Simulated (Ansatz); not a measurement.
Coupled-cluster run, B3H3O3, SMILES `B1OBOBO1`.

```yaml
crystal:
  periodic: [false, false, false]
  atoms:
    - {symbol: B, position_ang: [1.301639, 0.115834, -0.424664]}
    - {symbol: O, position_ang: [0.612786, -1.053495, -0.624828]}
    - {symbol: B, position_ang: [-0.686877, -1.172741, -0.202251]}
    - {symbol: O, position_ang: [-1.297430, -0.115439, 0.423230]}
    - {symbol: B, position_ang: [-0.614765, 1.056905, 0.626925]}
    - {symbol: O, position_ang: [0.684640, 1.168930, 0.201589]}
    - {symbol: H, position_ang: [2.429291, 0.216204, -0.792630]}
    - {symbol: H, position_ang: [-1.281946, -2.188743, -0.377475]}
    - {symbol: H, position_ang: [-1.147348, 1.972536, 1.170107]}
basis:
  gaussian: {orbitals: def2-TZVPP}
correlation: {method: ccsd_t}
output: {orbitals: {seedname: orbitals}}
```

```sh
$ ansatz run in.yaml --threads 4 --pin off --events-out ev --progress --plain
```

The program prints (abridged):

```
Functional definition: HF
1440 factors; integrals over basis functions are off by at most 9.9e-4 eV
mean field evaluation 1: about -8180.2902 eV, gradient 5.2e1 eV
mean field evaluation 2: about -8180.5407 eV, gradient 5.3e1 eV
mean field evaluation 4: about -8185.7591 eV, gradient 3.8e0 eV
mean field evaluation 8: about -8185.8242 eV, gradient 9.0e-2 eV
mean field -8185.82422066 eV, -300.8234915583 hartree, gradient 1.1e-6 eV, S^2 0.000000; 0 other end points of the search recorded, 0 dependent functions left out
6 core orbitals not correlated: weight in the atoms' cores, before any rotation towards them, 1.000 or more for the frozen orbitals, at most 0.000 for the correlated occupied ones
reference -8185.82422066 eV, -300.8234915583 hartree; 15, 15 occupied and 207, 207 virtual orbitals, 1440 factors
second order -26.18451712 eV of doubles, -0.00000000 eV of singles
cycle   1  -26.04144168 eV  change    1.4e-1 eV  update   1.1e-1
cycle   2  -26.66264839 eV  change   -6.2e-1 eV  update   3.1e-2
cycle   3  -26.80403695 eV  change   -1.4e-1 eV  update   1.8e-2
cycle   4  -26.77736523 eV  change    2.7e-2 eV  update   4.5e-3
cycle   5  -26.77714393 eV  change    2.2e-4 eV  update   2.2e-3
cycle   6  -26.77854573 eV  change   -1.4e-3 eV  update   5.3e-4
cycle   7  -26.77823076 eV  change    3.1e-4 eV  update   2.1e-4
cycle   8  -26.77816099 eV  change    7.0e-5 eV  update   4.9e-5
cycle   9  -26.77818009 eV  change   -1.9e-5 eV  update   1.8e-5
perturbative correction -1.03763970 eV, -0.0381325555 hartree
Total energy: -8213.64004044 eV, -301.8457040811 hartree
```

Run time 71 s (4 threads of a server CPU on a shared host); peak host memory 4.2 GiB.

Correlation energy per correlated electron: -0.927 eV. T1 diagnostic: 0.0145.
